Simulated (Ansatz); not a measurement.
Molecule: sum formula HBOF₂, charge 0, multiplicity 1. 
Geometry from a B3LYP-D3(BJ)/def2-TZVP (Ansatz, a quantum-chemistry and plane-wave program) optimisation:
SMILES: FB(F)O
```xyz
5

B     -0.0138    -0.0173    -0.0022
F     -0.3836     1.2557     0.1315
F     -0.9587    -0.9338    -0.1214
O      1.2809    -0.3932    -0.0192
H      1.9030     0.3355     0.0731
```
Charge 0, spin multiplicity 1.

Basis-set convergence of Hartree-Fock and MP2 correlation energies (hartree) with Ansatz. Correlated levels leave the core frozen unless marked. No spin-orbit coupling. No relativistic terms.

```tsv
basis	functions	E(HF)	E(corr, MP2)
aug-cc-pVDZ	101	-299.22964	-0.68159
aug-cc-pVTZ	207	___	___
```

Q: Fill in the missing entries.

A: 
- aug-cc-pVTZ, E(HF): -299.32278
- aug-cc-pVTZ, E(corr, MP2): -0.85071
